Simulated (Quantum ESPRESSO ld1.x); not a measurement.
Results of a calculation; reference values are marked as such.
Task: Species: Pb3+. Configuration: [Xe] 4f14 5d10 7s1 (not the ground configuration). Level of theory: non-relativistic Kohn-Sham, LDA (Slater exchange, Perdew-Wang correlation), spin-polarised, spherical densities, point nucleus; open shells are filled with parallel spins first; relativity is left out, which matters for an element this heavy (ld1.x of Quantum ESPRESSO 7.5). Some entries of the table are withheld. Estimate them.

| orbital | occ. | eigenvalue (eV) | <r> (bohr) | <r^2> (bohr^2) |
|---|---|---|---|---|
| 1s up | 1 | -78975.3 | 0.01847 | 0.0004556 |
| 1s down | 1 | -78975.3 | 0.01847 | 0.0004556 |
| 2s up | 1 | -13334.9 | 0.07765 | 0.007064 |
| 2s down | 1 | -13334.9 | 0.07765 | 0.007064 |
| 2p up | 3 | -12846.0 | 0.06557 | 0.005203 |
| 2p down | 3 | -12846.0 | 0.06557 | 0.005203 |
| 3s up | 1 | -3203.59 | 0.1954 | 0.04346 |
| 3s down | 1 | -3203.58 | 0.1954 | 0.04346 |
| 3p up | 3 | -2970.22 | 0.1858 | 0.03990 |
| 3p down | 3 | -2970.21 | 0.1858 | 0.03990 |
| 3d up | 5 | -2533.18 | 0.1619 | 0.03058 |
| 3d down | 5 | -2533.18 | 0.1619 | 0.03058 |
| 4s up | 1 | -733.480 | 0.4272 | 0.2054 |
| 4s down | 1 | -733.471 | 0.4272 | 0.2054 |
| 4p up | 3 | -631.089 | 0.4297 | 0.2094 |
| 4p down | 3 | -631.080 | 0.4297 | 0.2094 |
| 4d up | 5 | -441.677 | 0.4339 | 0.2169 |
| 4d down | 5 | -441.667 | 0.4339 | 0.2169 |
| 4f up | 7 | -184.862 | 0.4441 | 0.2351 |
| 4f down | 7 | -184.852 | 0.4441 | 0.2351 |
| 5s up | 1 | -146.961 | 0.9476 | (1) |
| 5s down | 1 | -146.937 | 0.9475 | (2) |
| 5p up | 3 | -112.483 | 1.016 | (3) |
| 5p down | 3 | -112.453 | 1.016 | (4) |
| 5d up | 5 | -56.5485 | 1.250 | 1.796 |
| 5d down | 5 | -56.4923 | 1.249 | 1.792 |
| 7s up | 1 | -16.6963 | 4.546 | 22.84 |
| 7s down | 0 | -15.8085 | 4.592 | 23.33 |

Result: 
(1) 5s up <r^2> (bohr^2): 1.006
(2) 5s down <r^2> (bohr^2): 1.005
(3) 5p up <r^2> (bohr^2): 1.163
(4) 5p down <r^2> (bohr^2): 1.162
